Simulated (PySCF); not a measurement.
Isomers of C7H14FNSi.

All values: PBE0/pcSseg-1 (PySCF) at GFN2-xTB geometries, gas phase, one conformer each.

(1) Rank by LUMO energy, lowest first.
A. `[CH3:1][CH2:2][C:3](/[CH:4]=[N:5]\[CH3:6])=[CH:7]/[SiH2:8][CH2:9][F:10]` with C1–C2–C3–C4 74°, C2–C3–C4–N5 105°, C3–C7–Si8–C9 -34°, C7–Si8–C9–F10 -48°
B. `[CH3:1][CH:2]([CH3:3])[SiH2:4][CH2:5][CH2:6][C@H:7]([F:8])[C:9]#[N:10]` with C1–C2–Si4–C5 -60°, C2–Si4–C5–C6 -172°, Si4–C5–C6–C7 180°, C5–C6–C7–F8 -175°
C. `[CH3:1]/[CH:2]=[C:3]1/[SiH2:4][C@@H:5]([N:6]([CH3:7])[CH3:8])[C@@H:9]1[F:10]` with Si4–C5–N6–C7 -63°, C2–C3–Si4–C5 -166°, C3–Si4–C5–N6 -129°, Si4–C5–C9–F10 136°, C2–C3–C9–C5 164°
D. `[CH2:1]=[C:2]([CH3:3])[C@@H:4]1[CH2:5][CH2:6][C@@H:7]1[NH:8][SiH2:9][F:10]` with C1–C2–C4–C5 -7°, C6–C7–N8–Si9 103°, C7–N8–Si9–F10 50°, C2–C4–C5–C6 -133°, C4–C5–C6–C7 12°, C5–C6–C7–N8 104°, C2–C4–C7–C6 137°

(2) Rank by the lowest IAO charge on any atom, lowest value first.
A. `[CH3:1]/[CH:2]=[C:3]1/[SiH2:4][C@@H:5]([N:6]([CH3:7])[CH3:8])[C@@H:9]1[F:10]` with Si4–C5–N6–C7 -63°, C2–C3–Si4–C5 -166°, C3–Si4–C5–N6 -129°, Si4–C5–C9–F10 136°, C2–C3–C9–C5 164°
B. `[CH2:1]=[C:2]([CH3:3])[C@@H:4]1[CH2:5][CH2:6][C@@H:7]1[NH:8][SiH2:9][F:10]` with C1–C2–C4–C5 -7°, C6–C7–N8–Si9 103°, C7–N8–Si9–F10 50°, C2–C4–C5–C6 -133°, C4–C5–C6–C7 12°, C5–C6–C7–N8 104°, C2–C4–C7–C6 137°
C. `[CH3:1][CH:2]([CH3:3])[SiH2:4][CH2:5][CH2:6][C@H:7]([F:8])[C:9]#[N:10]` with C1–C2–Si4–C5 -60°, C2–Si4–C5–C6 -172°, Si4–C5–C6–C7 180°, C5–C6–C7–F8 -175°
D. `[CH2:1]=[C:2]([F:3])[Si@@H:4]1[CH2:5][C@@H:6]1[N:7]([CH3:8])[CH2:9][CH3:10]` with C1–C2–Si4–C5 36°, C5–C6–N7–C8 -149°, C6–N7–C9–C10 -67°
E. `[F:1][SiH2:2][NH:3][C@@H:4]1[CH2:5][CH2:6][C@@H:7]1[CH:8]1[CH2:9][CH2:10]1` with F1–Si2–N3–C4 179°, Si2–N3–C4–C5 10°, C6–C7–C8–C9 100°, N3–C4–C5–C6 -134°, C4–C5–C6–C7 12°, C5–C6–C7–C8 104°, C7–C8–C9–C10 109°
F. `[CH3:1][CH2:2][C:3](/[CH:4]=[N:5]\[CH3:6])=[CH:7]/[SiH2:8][CH2:9][F:10]` with C1–C2–C3–C4 74°, C2–C3–C4–N5 105°, C3–C7–Si8–C9 -34°, C7–Si8–C9–F10 -48°

(3) Rank by HOMO–LUMO gap, highest first.
A. `[CH3:1][CH:2]([CH3:3])[SiH2:4][CH2:5][CH2:6][C@H:7]([F:8])[C:9]#[N:10]` with C1–C2–Si4–C5 -60°, C2–Si4–C5–C6 -172°, Si4–C5–C6–C7 180°, C5–C6–C7–F8 -175°
B. `[CH3:1][CH2:2][C:3](/[CH:4]=[N:5]\[CH3:6])=[CH:7]/[SiH2:8][CH2:9][F:10]` with C1–C2–C3–C4 74°, C2–C3–C4–N5 105°, C3–C7–Si8–C9 -34°, C7–Si8–C9–F10 -48°
C. `[CH3:1][C:2]#[C:3][Si@@H:4]([F:5])[C@@H:6]([CH3:7])[N:8]([CH3:9])[CH3:10]` with C3–Si4–C6–C7 -42°, Si4–C6–N8–C9 -72°
D. `[F:1][SiH2:2][NH:3][C@@H:4]1[CH2:5][CH2:6][C@@H:7]1[CH:8]1[CH2:9][CH2:10]1` with F1–Si2–N3–C4 179°, Si2–N3–C4–C5 10°, C6–C7–C8–C9 100°, N3–C4–C5–C6 -134°, C4–C5–C6–C7 12°, C5–C6–C7–C8 104°, C7–C8–C9–C10 109°
E. `[CH2:1]=[C:2]([CH3:3])[C@@H:4]1[CH2:5][CH2:6][C@@H:7]1[NH:8][SiH2:9][F:10]` with C1–C2–C4–C5 -7°, C6–C7–N8–Si9 103°, C7–N8–Si9–F10 50°, C2–C4–C5–C6 -133°, C4–C5–C6–C7 12°, C5–C6–C7–N8 104°, C2–C4–C7–C6 137°

Answers

(1) A (-0.74 eV), C (-0.55 eV), B (-0.16 eV), D (0.46 eV).

(2) E (-0.695 e), B (-0.679 e), C (-0.541 e), D (-0.525 e), F (-0.448 e), A (-0.432 e).

(3) A (8.07 eV), E (7.28 eV), D (7.07 eV), B (6.26 eV), C (5.77 eV).

All values together:

```
                            SMILES  μ (D)  HOMO (eV)  LUMO (eV)  lowest IAO charge (e)  highest IAO charge (e)  lowest Hirshfeld charge (e)  highest Hirshfeld charge (e)
    C=C(C)[C@@H]1CC[C@@H]1N[SiH2]F   1.88      -6.82       0.46             -0.679 (N)             +1.186 (Si)                   -0.231 (N)                   +0.447 (Si)
C/C=C1/[SiH2][C@@H](N(C)C)[C@@H]1F   1.07      -6.23      -0.55             -0.432 (C)             +0.706 (Si)                   -0.118 (C)                   +0.328 (Si)
            CCC(/C=N\C)=C/[SiH2]CF   2.15      -7.00      -0.74             -0.448 (C)             +0.740 (Si)                 -0.147 (N/C)                   +0.330 (Si)
          CC(C)[SiH2]CC[C@H](F)C#N   3.86      -8.23      -0.16             -0.541 (C)             +0.750 (Si)                   -0.200 (N)                   +0.345 (Si)
      C=C(F)[Si@@H]1C[C@@H]1N(C)CC   2.03      -6.29      -0.60             -0.525 (C)             +0.756 (Si)                   -0.170 (C)                   +0.320 (Si)
     F[SiH2]N[C@@H]1CC[C@@H]1C1CC1   2.39      -6.66       0.42             -0.695 (N)             +1.201 (Si)                   -0.243 (N)                   +0.440 (Si)
      CC#C[Si@@H](F)[C@@H](C)N(C)C   3.04      -5.98      -0.21             -0.540 (F)             +1.210 (Si)                   -0.212 (F)                   +0.441 (Si)
```

Conformers: `[CH2:1]=[C:2]([CH3:3])[C@@H:4]1[CH2:5][CH2:6][C@@H:7]1[NH:8][SiH2:9][F:10]` with C1–C2–C4–C5 -7°, C6–C7–N8–Si9 103°, C7–N8–Si9–F10 50°, C2–C4–C5–C6 -133°, C4–C5–C6–C7 12°, C5–C6–C7–N8 104°, C2–C4–C7–C6 137°; `[CH3:1]/[CH:2]=[C:3]1/[SiH2:4][C@@H:5]([N:6]([CH3:7])[CH3:8])[C@@H:9]1[F:10]` with Si4–C5–N6–C7 -63°, C2–C3–Si4–C5 -166°, C3–Si4–C5–N6 -129°, Si4–C5–C9–F10 136°, C2–C3–C9–C5 164°; `[CH3:1][CH2:2][C:3](/[CH:4]=[N:5]\[CH3:6])=[CH:7]/[SiH2:8][CH2:9][F:10]` with C1–C2–C3–C4 74°, C2–C3–C4–N5 105°, C3–C7–Si8–C9 -34°, C7–Si8–C9–F10 -48°; `[CH3:1][CH:2]([CH3:3])[SiH2:4][CH2:5][CH2:6][C@H:7]([F:8])[C:9]#[N:10]` with C1–C2–Si4–C5 -60°, C2–Si4–C5–C6 -172°, Si4–C5–C6–C7 180°, C5–C6–C7–F8 -175°; `[CH2:1]=[C:2]([F:3])[Si@@H:4]1[CH2:5][C@@H:6]1[N:7]([CH3:8])[CH2:9][CH3:10]` with C1–C2–Si4–C5 36°, C5–C6–N7–C8 -149°, C6–N7–C9–C10 -67°; `[F:1][SiH2:2][NH:3][C@@H:4]1[CH2:5][CH2:6][C@@H:7]1[CH:8]1[CH2:9][CH2:10]1` with F1–Si2–N3–C4 179°, Si2–N3–C4–C5 10°, C6–C7–C8–C9 100°, N3–C4–C5–C6 -134°, C4–C5–C6–C7 12°, C5–C6–C7–C8 104°, C7–C8–C9–C10 109°; `[CH3:1][C:2]#[C:3][Si@@H:4]([F:5])[C@@H:6]([CH3:7])[N:8]([CH3:9])[CH3:10]` with C3–Si4–C6–C7 -42°, Si4–C6–N8–C9 -72°.
